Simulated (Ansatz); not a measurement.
Basis-set series for CH5B2N. Charge 0, multiplicity 1. The bonds changed during the relaxation, so this is another structure than the one it started from. All single points use the PBE0-D4/def2-TZVP geometry.

Z-matrix (Å, degrees):
```
B
C 1 1.673
B 1 1.724 2 51.0
N 1 1.456 2 54.1 3 140.6
H 1 1.442 2 88.8 3 31.1
H 1 1.186 2 145.7 3 -105.6
H 2 1.086 1 129.5 3 117.5
H 3 1.182 1 139.1 2 -133.6
H 4 1.013 1 116.5 2 108.9
```

```tsv
functional	basis	functions	energy (Eh)	HOMO (eV)	LUMO (eV)
PBE0-D4	def2-SVP	81	-145.23655	-6.46	-0.36
PBE0-D4	def2-TZVPP	194	-145.39605	-6.55	-0.53
ωB97M-V	def2-SVP	81	-145.33699	-8.61	1.71
ωB97M-V	def2-TZVPP	194	-145.50442	-8.73	1.38
```

Give the rows for def2-QZVPP. (Estimate.)

Computed: 
| functional | basis | functions | energy (Eh) | HOMO (eV) | LUMO (eV) |
| --- | --- | --- | --- | --- | --- |
| PBE0-D4 | def2-QZVPP | 378 | -145.40490 | -6.57 | -0.56 |
| ωB97M-V | def2-QZVPP | 378 | -145.51259 | -8.74 | 1.24 |

Positive LUMOs are unbound and depend on the basis.
